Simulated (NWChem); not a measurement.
Molecule: C4H3B; SMILES C#CBC#C

Question: Give the equilibrium geometry at PBE0/def2-SVP (NWChem) as an XYZ file, with the point group.

Answer: point group C2v; any orientation.
```
8

B      0.0000     0.0000    -0.8378
C      1.3232     0.0000    -0.0985
C      2.3991     0.0000     0.4760
H      3.3469     0.0000     0.9852
C     -1.3232     0.0000    -0.0985
C     -2.3991     0.0000     0.4760
H     -3.3469     0.0000     0.9852
H      0.0000     0.0000    -2.0466
```
